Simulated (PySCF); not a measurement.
PySCF job for C3H5NOSi, SMILES O[Si@H]1C=CN=C1, PBE-D3(BJ)/def2-SVP. Geometry optimised at PBE-D3(BJ)/def2-SVP. The structure was generated by enumeration; whether it is a known compound was not checked. Other conformers were not sampled.

```python
import numpy as np
from pyscf import gto, scf, dft, df
from pyscf.hessian import thermo

mol = gto.M(
    atom='''
    O    -2.14675410    0.14401979    0.66664255
    Si   -0.77343907    0.32102040   -0.28907540
    C     0.74854017    1.11632688    0.46930547
    C     1.75939360    0.22484693    0.30715369
    N     1.52936781   -1.05134712   -0.32738518
    C     0.29436977   -1.23319867   -0.67418138
    H    -1.98502846   -0.23130381    1.55009507
    H    -1.27207684    0.98761225   -1.53600262
    H     0.90531711    2.09855998    0.93639284
    H     2.80276050    0.39037785    0.62732704
    H     0.03181152   -2.18011112   -1.18586737
    ''',
    basis='def2-SVP',
    charge=0,
    spin=0,
    max_memory=1600,
    verbose=3,
)
mf = dft.RKS(mol, xc='pbe').density_fit(auxbasis='def2-universal-jkfit')
mf.disp = 'd3bj'
mf.grids.level = 3
mf.conv_tol = 1e-11
mf.max_cycle = 100
mf.kernel()

# [left out here: the lines that compute and print the analytic Hessian (its translational invariance restored by hand, since the grid's response is missing), thermochemistry and intensities]
```

Output:

```
converged SCF energy = -536.078068241407

WARN: DFTD3 does not support analytical Hessian, using finite difference


WARN: Mole.unit (angstrom) is changed to Bohr

Mode                                 0                   1                   2
Irrep
Freq [cm^-1]                      123.2900            161.9463            277.4031
Reduced mass [au]                   5.2949              2.3819              1.3110
Force const [Dyne/A]                0.0474              0.0368              0.0594
Char temp [K]                     177.3869            233.0046            399.1213
Normal mode                   x     y     z       x     y     z       x     y     z
       0   O                -0.10  0.08 -0.07    0.03  0.10  0.06    0.01  0.09  0.04
       1  Si                 0.01 -0.05  0.07   -0.02 -0.05 -0.03   -0.01 -0.02 -0.00
       2   C                 0.00 -0.03  0.06   -0.05 -0.02 -0.01   -0.00  0.01 -0.05
       3   C                 0.04  0.03 -0.06   -0.04 -0.02  0.08   -0.01 -0.01  0.04
       4   N                 0.05  0.04 -0.09    0.04  0.04 -0.05    0.02  0.02 -0.02
       5   C                 0.02 -0.04  0.05    0.04 -0.02 -0.05    0.02 -0.02  0.00
       6   H                -0.23  0.11 -0.03    0.11  0.40  0.18   -0.14 -0.78 -0.30
       7   H                 0.15 -0.08 -0.01   -0.05 -0.18 -0.08   -0.03 -0.02  0.01
       8   H                -0.01 -0.04  0.07   -0.12 -0.05  0.09   -0.04 -0.00 -0.01
       9   H                 0.06  0.07 -0.15   -0.08 -0.05  0.24   -0.03 -0.05  0.14
      10   H                 0.03 -0.03  0.03    0.12  0.03 -0.18    0.06  0.01 -0.07
Mode                                 3                   4                   5
Irrep
Freq [cm^-1]                      368.1488            406.1142            480.8176
Reduced mass [au]                   3.3914              4.6736              5.0739
Force const [Dyne/A]                0.2708              0.4542              0.6911
[...]
       6   H                 0.03  0.00  0.01   -0.01  0.10  0.05   -0.33  0.05  0.06
       7   H                -0.03 -0.00 -0.01    0.13  0.74  0.34   -0.42 -0.03  0.17
       8   H                 0.06  0.01  0.03   -0.07  0.03 -0.07   -0.10 -0.20  0.55
       9   H                 0.16 -0.08 -0.03    0.00 -0.06  0.11   -0.06 -0.13  0.24
      10   H                -0.06  0.07  0.03    0.09 -0.17  0.10   -0.05 -0.15  0.23
Mode                                 9                  10                  11
Irrep
Freq [cm^-1]                      733.1481            768.5221            812.6016
Reduced mass [au]                   3.5098              1.3235              1.7404
Force const [Dyne/A]                1.1115              0.4606              0.6771
Char temp [K]                    1054.8369           1105.7322           1169.1528
Normal mode                   x     y     z       x     y     z       x     y     z
       0   O                -0.07 -0.01  0.03    0.06  0.01 -0.03    0.08 -0.01 -0.03
       1  Si                -0.01  0.02 -0.02   -0.01 -0.00 -0.01   -0.04  0.03  0.01
       2   C                 0.08  0.12  0.09    0.00  0.01  0.08    0.01 -0.05 -0.02
       3   C                -0.02  0.01 -0.01   -0.02 -0.02  0.06    0.04 -0.00 -0.02
       4   N                -0.02  0.01  0.00    0.01  0.01 -0.05   -0.04  0.05  0.05
       5   C                 0.02 -0.15 -0.06    0.00 -0.02 -0.00   -0.02 -0.09  0.05
       6   H                 0.19 -0.04 -0.02   -0.37  0.03  0.05   -0.23  0.04  0.03
       7   H                -0.00 -0.14 -0.11   -0.50 -0.07  0.15   -0.09 -0.05 -0.00
       8   H                 0.24  0.10  0.08    0.18  0.22 -0.43   -0.07 -0.09  0.10
       9   H                 0.02 -0.07 -0.08    0.03  0.05 -0.14    0.07  0.04 -0.14
      10   H                 0.17 -0.17 -0.10   -0.03 -0.09  0.15    0.31  0.15 -0.56
Mode                                12                  13                  14
Irrep
Freq [cm^-1]                      847.7879            861.2647            891.5859
Reduced mass [au]                   2.2881              1.4656              1.9040
Force const [Dyne/A]                0.9689              0.6405              0.8917
Char temp [K]                    1219.7780           1239.1682           1282.7935
Normal mode                   x     y     z       x     y     z       x     y     z
       0   O                 0.03  0.01 -0.01   -0.08  0.01  0.00    0.06  0.03 -0.10
       1  Si                -0.04 -0.05 -0.02    0.07 -0.00 -0.01   -0.06 -0.02  0.07
       2   C                 0.02  0.11  0.03   -0.02 -0.01 -0.00    0.01  0.00 -0.01
       3   C                -0.06  0.01 -0.01    0.03  0.03  0.02   -0.01 -0.02 -0.01
       4   N                 0.06 -0.09 -0.02   -0.00 -0.04 -0.02   -0.00  0.02  0.01
       5   C                 0.01  0.04  0.08   -0.03 -0.01  0.05    0.01  0.00 -0.02
       6   H                -0.06  0.02  0.01    0.36 -0.01 -0.07    0.60 -0.01 -0.21
       7   H                 0.08  0.28  0.11   -0.53  0.03  0.24   -0.19 -0.01  0.12
       8   H                 0.27 -0.01  0.21   -0.25  0.03 -0.01    0.14 -0.04  0.03
       9   H                -0.04  0.04 -0.08    0.06  0.08 -0.10   -0.02 -0.04  0.04
      10   H                -0.13  0.27 -0.28   -0.05  0.17 -0.28    0.04 -0.08  0.12
Mode                                15                  16                  17
Irrep
Freq [cm^-1]                      919.6332            966.2080           1098.2365
Reduced mass [au]                   2.7387              1.4113              1.4620
Force const [Dyne/A]                1.3647              0.7763              1.0389
Char temp [K]                    1323.1474           1390.1582           1580.1178
Normal mode                   x     y     z       x     y     z       x     y     z
       0   O                 0.04 -0.00 -0.02    0.00  0.00 -0.00   -0.00 -0.00  0.00
       1  Si                -0.05  0.01  0.02   -0.00 -0.00  0.00    0.01  0.01  0.00
       2   C                 0.01  0.05  0.01   -0.02 -0.02  0.07   -0.03 -0.06 -0.03
       3   C                 0.09  0.09  0.08    0.04  0.06 -0.12    0.05  0.10  0.05
       4   N                 0.00 -0.11 -0.05    0.00 -0.03  0.01   -0.02 -0.02 -0.01
       5   C                -0.03 -0.05 -0.04   -0.01 -0.01  0.02   -0.04 -0.04 -0.03
       6   H                 0.00  0.01 -0.02    0.01  0.00 -0.00   -0.00 -0.00  0.00
       7   H                 0.15 -0.06 -0.10    0.00  0.02  0.01   -0.00 -0.04 -0.01
       8   H                -0.47  0.14  0.00    0.03  0.17 -0.34    0.56 -0.20  0.05
       9   H                 0.13  0.04 -0.01   -0.14 -0.28  0.63   -0.06  0.48  0.21
      10   H                -0.12 -0.06  0.02    0.01  0.09 -0.17   -0.13 -0.02 -0.04
Mode                                18                  19                  20
Irrep
Freq [cm^-1]                     1244.7665           1282.8836           1517.3719
Reduced mass [au]                   1.2825              1.4171              8.6530
Force const [Dyne/A]                1.1708              1.3741             11.7382
Char temp [K]                    1790.9419           1845.7838           2183.1603
Normal mode                   x     y     z       x     y     z       x     y     z
       0   O                 0.00 -0.00 -0.00   -0.00 -0.00  0.00    0.00 -0.00 -0.00
       1  Si                -0.01  0.01  0.00    0.01  0.00  0.00   -0.00  0.00  0.00
       2   C                -0.03 -0.01 -0.01   -0.11  0.00 -0.03    0.13 -0.10 -0.01
       3   C                 0.01  0.01  0.01    0.04  0.07  0.04   -0.12  0.12  0.03
       4   N                 0.02  0.07  0.04   -0.02 -0.04 -0.02   -0.09 -0.03 -0.03
       5   C                 0.06 -0.08 -0.02    0.01  0.03  0.01    0.11  0.01  0.03
       6   H                -0.00  0.00 -0.00    0.00 -0.00  0.00    0.00  0.00  0.00
       7   H                -0.00 -0.02 -0.02    0.00 -0.01  0.01    0.01 -0.02 -0.02
       8   H                 0.05 -0.03 -0.00    0.31 -0.09  0.03   -0.06 -0.07 -0.05
       9   H                 0.10 -0.29 -0.12    0.23 -0.62 -0.22   -0.09 -0.10 -0.06
      10   H                -0.78  0.18 -0.09    0.28 -0.06  0.04   -0.00  0.05  0.02
Mode                                21                  22                  23
Irrep
Freq [cm^-1]                     1580.6428           2188.2402           3050.3704
Reduced mass [au]                   7.6815              1.0414              1.0914
Force const [Dyne/A]               11.3075              2.9379              5.9830
Char temp [K]                    2274.1930           3148.3904           4388.8039
Normal mode                   x     y     z       x     y     z       x     y     z
       0   O                -0.00 -0.00 -0.00    0.00  0.00 -0.00   -0.00  0.00  0.00
       1  Si                -0.00  0.00 -0.00   -0.01  0.02 -0.03    0.00 -0.00 -0.00
       2   C                 0.07 -0.06 -0.01    0.00  0.00  0.00   -0.00  0.00 -0.00
       3   C                -0.08  0.07  0.01   -0.00  0.00 -0.00    0.00 -0.00 -0.00
       4   N                 0.15  0.02  0.04   -0.00  0.00 -0.00   -0.00  0.00 -0.00
       5   C                -0.16 -0.01 -0.04    0.00 -0.00 -0.00    0.02  0.07  0.04
       6   H                 0.00  0.00  0.00   -0.00  0.00 -0.00    0.00 -0.00  0.00
       7   H                -0.00 -0.01  0.00    0.33 -0.44  0.81   -0.00  0.00 -0.00
       8   H                -0.02 -0.05 -0.03   -0.00  0.00  0.00   -0.00 -0.00 -0.00
       9   H                -0.02 -0.19 -0.09    0.00  0.00  0.00   -0.02 -0.00 -0.01
      10   H                 0.02 -0.07 -0.03   -0.01 -0.00 -0.00   -0.22 -0.82 -0.44
Mode                                24                  25                  26
Irrep
Freq [cm^-1]                     3096.3538           3158.4773           3759.4668
Reduced mass [au]                   1.0914              1.0967              1.0667
Force const [Dyne/A]                6.1651              6.4459              8.8827
Char temp [K]                    4454.9637           4544.3457           5409.0357
Normal mode                   x     y     z       x     y     z       x     y     z
       0   O                 0.00 -0.00 -0.00   -0.00 -0.00 -0.00    0.01 -0.02  0.06
       1  Si                -0.00  0.00  0.00    0.00  0.00  0.00    0.00 -0.00  0.00
       2   C                -0.01 -0.01 -0.00   -0.01 -0.08 -0.04    0.00 -0.00 -0.00
       3   C                 0.08  0.01  0.02   -0.02  0.00 -0.00   -0.00  0.00 -0.00
       4   N                 0.00  0.00  0.00    0.00  0.00  0.00    0.00 -0.00  0.00
       5   C                -0.00 -0.00 -0.00    0.00  0.00  0.00    0.00  0.00 -0.00
       6   H                -0.00  0.00 -0.00    0.00 -0.00  0.00   -0.14  0.37 -0.88
       7   H                 0.00 -0.00  0.00   -0.00  0.00 -0.00   -0.00  0.00 -0.00
       8   H                 0.02  0.14  0.07    0.13  0.84  0.40    0.00  0.00  0.00
       9   H                -0.89 -0.14 -0.27    0.14  0.02  0.04    0.00 -0.00  0.00
      10   H                 0.00  0.02  0.01   -0.00 -0.00 -0.00    0.00 -0.00 -0.00
temperature 298.1500 [K]
pressure 101325.00 [Pa]
Rotational constants [GHz] 5.96193 2.47562 1.96205
Symmetry number 1
Zero-point energy (ZPE) 0.07417 [Eh]   194726.492 [J/mol]
                           tot       elec      trans        rot        vib
Entropy [J/mol/K]       330.713      0.000    166.075    112.169     52.469
Cv [J/mol/K]            100.139      0.000     12.472     12.472     75.196
Cp [J/mol/K]            108.454      0.000     20.786     12.472     75.196
Internal energy [J/mol]                      3718.434   3718.434 204306.038
Internal energy [Eh]   -535.99742  -536.07807
Enthalpy [J/mol]                             6197.391   3718.434 204306.038
Enthalpy [Eh]          -535.99648
Gibbs free energy [J/mol]                  -43317.982 -29724.890 188662.522
Gibbs free energy [Eh] -536.03403
mode   freq/cm-1   IR/(km/mol)
   1      123.29         7.274
   2      161.95         4.463
   3      277.40        99.705
   4      368.15        27.468
   5      406.11         2.960
   6      480.82         8.360
   7      593.96         4.833
   8      654.47         7.305
   9      712.02        48.570
  10      733.15        41.183
  11      768.52         5.786
  12      812.60        23.921
  13      847.79        52.395
  14      861.26       222.708
  15      891.59        16.372
  16      919.63        64.414
  17      966.21         0.119
  18     1098.24        20.499
  19     1244.77         5.540
  20     1282.88        17.857
  21     1517.37         8.338
  22     1580.64        32.171
  23     2188.24        89.200
  24     3050.37        13.882
  25     3096.35        19.575
  26     3158.48         0.778
  27     3759.47        83.178
max |gradient| / (hartree/bohr): 5.822422922887704e-05
APT charges: [-0.758   1.1959 -0.4124  0.2149 -0.3911 -0.0266  0.288  -0.217   0.0658
  0.0305  0.0101]
```

Self-consistency was reached.

Cost: around 120 core-seconds (rough).
